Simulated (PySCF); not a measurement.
Compound: C₃H₅ClSi.
SMILES: `CC#C[SiH2]Cl`

Computed, not measured: PySCF, TDDFT CAM-B3LYP/def2-SVPD, vertical, gas phase, core orbitals frozen in the response. Isolated species at its GFN2-xTB geometry, gas phase.

```tsv
state	λ (nm)	E (eV)	f	main configurations (H = HOMO, L = LUMO)
S1	212.3	5.84	0.0001	H→L (79%)
S2	201.1	6.17	0.0080	H-1→L (52%), H→L+2 (38%)
S3	197.3	6.28	0.0003	H-1→L+2 (88%)
S4	168.6	7.35	0.0032	H→L+1 (92%)
S5	167.1	7.42	0.011	H-1→L+1 (92%)
S6	164.6	7.53	0.0083	H-2→L (88%)
S7	159.6	7.77	0.095	H-3→L (83%)
S8	153.4	8.08	0.640	H-1→L (35%), H→L+2 (34%), H-3→L (11%)
```

Triplets, Tamm–Dancoff:

```csv
state,E (eV),λ (nm),"main configurations (H = HOMO, L = LUMO)"
T1,4.98,248.9,"H-1→L (50%), H→L+2 (26%)"
T2,5.38,230.5,"H→L (59%), H-1→L+2 (22%)"
T3,5.44,228.0,"H→L+2 (60%), H-1→L (24%)"
```

The lowest singlet lies at 5.84 eV (212 nm, ultraviolet) and is dark (f under 0.0005); its leading configuration is HOMO→LUMO (79%). The most intense listed level is S8 at 8.08 eV (153 nm, f = 0.640), 2.24 eV above S1. It is the last of those listed, so stronger ones may follow. Löwdin shares by element: HOMO carbon 81%, silicon 7%; LUMO carbon 32% or more, silicon 28%, chlorine 20% (atoms not listed hold the other 21%). The oscillator strengths of these states sum to 0.766; summed over the whole spectrum of an exact calculation they would give the number of electrons, 54 (Thomas–Reiche–Kuhn). Weighted by f, the mean energy of these states is 8.00 eV. The listed states span 2.24 eV, and the widest gap between neighbours is 1.07 eV (S3 to S4). No computed singlet lies in the visible range (380 to 750 nm); the lowest, at 212 nm, stands 2.58 eV above its violet end (3.26 eV). Only the lowest 8 singlets were computed, as vertical energies without vibronic structure.

On an Intel Xeon at 2.50 GHz with one thread, shared host, this took 43 s and 0.67 GiB of memory at its peak.
